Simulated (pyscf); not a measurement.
S=Sn(Cl)–Cl, singlet

Gas-phase minimum from PySCF at ωB97X-D3(BJ)/def2-SVP, one conformer. 

```
Sn
S 1 2.1901
Cl 1 2.3109 2 128.97
Cl 1 2.3109 2 128.95 3 -179.91
```
Charge 0, spin multiplicity 1.

Properties at ωB97X-D3(BJ)/def2-SVP:

| Property | Value |
|---|---|
| Harmonic wavenumbers, unscaled | 109, 110, 126, 387, 408, 521 cm⁻¹ |
| Zero-point energy | 2.4 kcal/mol |
| Rotational symmetry number | 2 |
| Entropy of this conformer at 298 K and 1 atm, rigid rotor and harmonic oscillator, modes under 100 cm⁻¹ raised to 100 | 341.9 J/(mol K) |
| Dipole moment | 1.21 D |

Single-point totals, which compare only within one level (frozen core for MP2 and CC):

| level | total energy (hartree) |
|---|---|
| ωB97X-D3(BJ)/def2-TZVP | -1533.13059 |
| PBE/def2-TZVP | -1532.49175 |
| r²SCAN/def2-TZVP | -1533.02977 |
| B3LYP-D3(BJ)/def2-TZVP | -1533.15976 |
| PBE0-D3(BJ)/def2-TZVP | -1532.60431 |
| M06-2X/def2-TZVP | -1532.92473 |
| ωB97M-D3(BJ)/def2-TZVP | -1533.21536 |
| HF/def2-TZVPP | -1530.01917 |
| MP2/def2-TZVPP | -1530.86798 |
| CCSD/def2-TZVPP | -1530.89832 |
| CCSD(T)/def2-TZVPP | -1530.93866 |

The CCSD(T) − MP2 part came from Ansatz, without density fitting, on the same reference. The frozen core leaves the outer d or s,p core shells of the metals and heavy elements correlated in the MP2 and CC values, and def2-TZVPP describes them poorly, so these totals are far from the basis limit. Elements past Kr carry the def2 core potentials, without spin-orbit coupling.
